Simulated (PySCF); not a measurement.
Bonds: C1-C2, C2-C3, C2-C4, C4-N5, C2-Si6, Si6-N7, N7-C8, C8-O9. C1 carries H10, H11, H12; C3 carries H13, H14, H15; C4 carries H16; N5 carries H17; Si6 carries H18, H19; N7 carries H20; C8 carries H21.

PySCF calculation with structure optimised with GFN2-xTB and σ from GIAO-PBE0/pcSseg-1; one conformer, non-relativistic, in vacuum, fast rotation and ring inversion assumed for equivalent nuclei.

Chemical shifts δ = σref − σ; TMS for ¹³C and ¹H and ²⁹Si; ¹⁵N against NH3; ¹⁷O vs H2O, all at this level.

```csv
atoms,nucleus,count,δ (ppm)
C4,¹³C,1,186.0
H20,¹H,1,4.81
H10/H11/H12/H13/H14/H15,¹H,6,?
H18/H19,¹H,2,?
N7,¹⁵N,1,?
O9,¹⁷O,1,?
H21,¹H,1,8.51
H17,¹H,1,10.75
C2,¹³C,1,34.4
C1/C3,¹³C,2,23.6
N5,¹⁵N,1,343.1
C8,¹³C,1,168.6
H16,¹H,1,8.50
Si6,²⁹Si,1,-20.9
```

Estimate the values marked ?.

Answers


- H18/H19: 4.48 ppm, hydrogen on a silicon bonded to C, N
- H10/H11/H12/H13/H14/H15: 1.24 ppm, hydrogen on a carbon bonded to C
- N7: 131.7 ppm, nitrogen bonded to C, Si, H
- O9: 449.9 ppm, oxygen bonded to C

The OH or NH signal is concentration- and solvent-dependent in practice; the value given is the gas-phase one. Shifts are as computed. Against solution values, carbons near 30 ppm lie about +3 ppm off and those near 130 ppm about +5 ppm. Of 1211 compounds with measured shifts, 218 miss one by over three times the rms of a fit or turn the order of signals round; such compounds aren't used in these exercises. Unscaled 17O shifts of doubly bonded oxygen tend to come out too high, by tens of ppm or more. Experimental scales use liquid or dissolved standards, which lie at an offset from isolated NH3 (liquid NH3: subtract about 20 ppm) and H2O (liquid H2O: subtract about 36 ppm). Unscaled 15N shifts of sp2 nitrogen come out 20 to 40 ppm too high even then.
